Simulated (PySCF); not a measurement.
Polarisability and C₆ of Mn (manganese, neutral)

[Ar] 3d5 4s2, high-spin 6S determinant. Calculation: PySCF 2.14, in aug-cc-pwCVTZ (10s9p7d4f3g, 127 functions); the non-relativistic Hamiltonian (point nucleus). Coupled (time-dependent) response in atomic units; α is the mean over directions.

```tsv
method	mean α (bohr³)	C₆ (like pair)	S(−4)
r2SCAN0	79.47	787.8	3994
```

S(−4) is the Cauchy moment in α(ω) = α(0) + S(−4) ω² + …

Reference α: 68 ± 9 bohr³ (recommended; Schwerdtfeger and Nagle, table of static dipole polarizabilities (2023 update)). Published C₆: 552.0 (Chu and Dalgarno (2004); Tang, Norbeck and Certain (1976)).

α(iu) at r2SCAN0:

| u (hartree) | α(iu) (bohr³) |
| --- | --- |
| 0 | 79.47 |
| 0.0500 | 71.17 |
| 0.100 | 56.01 |
| 0.200 | 32.36 |
| 0.300 | 20.10 |
| 0.500 | 10.14 |
| 0.750 | 5.841 |
| 1.00 | 3.985 |
| 1.50 | 2.340 |
| 2.00 | 1.595 |
| 3.00 | 0.9060 |
| 5.00 | 0.4186 |
